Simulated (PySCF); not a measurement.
The second ionisation energy along the 4p block

All values are computed (PySCF 2.14, energy differences of UHF-based or UKS calculations, no spin-orbit coupling). Values in eV. The last column holds reference values (NIST; (s) semi-empirical, (t) theoretical, else measured). Unmarked ones compare directly (S terms, centres of terms, or small fine structure); those marked * lie between the lowest fine-structure levels and include a spin-orbit shift.

```
                      element                         configurations     UHF  MP2 (valence)  SCS-MP2 (valence)  CCSD (valence)  CCSD(T) (valence)        reference
Ga (6-31G*, non-relativistic)          [Ar] 3d10 4s2 → [Ar] 3d10 4s1  18.588         19.218             19.344          19.536             19.536           20.515
Ge (6-31G*, non-relativistic)      [Ar] 3d10 4s2 4p1 → [Ar] 3d10 4s2  15.322         15.472             15.457          15.559             15.572           15.789
As (6-31G*, non-relativistic)  [Ar] 3d10 4s2 4p2 → [Ar] 3d10 4s2 4p1  18.036         18.282             18.221          18.307             18.314         18.589 *
Se (6-31G*, non-relativistic)  [Ar] 3d10 4s2 4p3 → [Ar] 3d10 4s2 4p2  20.889         21.221             21.103          21.160             21.163  21.196 ± 0.01 *
Br (6-31G*, non-relativistic)  [Ar] 3d10 4s2 4p4 → [Ar] 3d10 4s2 4p3  20.207         20.565             20.578          20.578             20.587           21.409
Kr (6-31G*, non-relativistic)  [Ar] 3d10 4s2 4p5 → [Ar] 3d10 4s2 4p4  23.263         23.774             23.746          23.728             23.734         24.360 *
```

```json
{"method": "UHF", "elements": "3", "mean error (eV)": "-1.199", "mean absolute error (eV)": "1.199", "largest error (eV)": "-1.928"}
{"method": "MP2 (valence)", "elements": "3", "mean error (eV)": "-0.819", "mean absolute error (eV)": "0.819", "largest error (eV)": "-1.297"}
{"method": "SCS-MP2 (valence)", "elements": "3", "mean error (eV)": "-0.778", "mean absolute error (eV)": "0.778", "largest error (eV)": "-1.171"}
{"method": "CCSD (valence)", "elements": "3", "mean error (eV)": "-0.680", "mean absolute error (eV)": "0.680", "largest error (eV)": "-0.979"}
{"method": "CCSD(T) (valence)", "elements": "3", "mean error (eV)": "-0.673", "mean absolute error (eV)": "0.673", "largest error (eV)": "-0.979"}
```

Errors include the incompleteness of the basis and the frozen core.

"Valence" correlates the outer s and p shells and, in groups 3 to 12 and the f block, the outer d or f shell, open or full, or the next shell where the ion has no valence electron left; the wider scheme adds the next inner shell.
